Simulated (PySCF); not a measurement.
**Tl(2+): interval between two levels**

Tl(2+) [Xe] 4f14 5d10 6s1 [2S1/2, M_J = 1/2] → Tl(2+) [Xe] 4f14 5d9 6s1 6p1 [4F9/2, M_J = 9/2], as a difference of total energies. All numbers are calculated (PySCF 2.14, the two-component X2C-1e Hamiltonian, in x2c-TZVPall-2c (11s11p9d3f, 110 functions)). Correlated levels: [Kr] 4d10 4f14 frozen; the 24 highest virtual spinors dropped. "Screened" scales the spin-orbit matrix elements by Boettger's factors to mimic the two-electron term; Breit and QED terms are absent.

```tsv
method	interval between two levels (cm⁻¹)
GHF (screened spin-orbit)	130040
GMP2 (screened spin-orbit)	137780
```

The labels give the starting determinants; with spin-orbit coupling the two ends relaxed to ⟨J²⟩ = 0.75, ⟨L²⟩ = 0.19, ⟨S²⟩ = 0.94 and ⟨J²⟩ = 24.77, ⟨L²⟩ = 12.19, ⟨S²⟩ = 3.94.
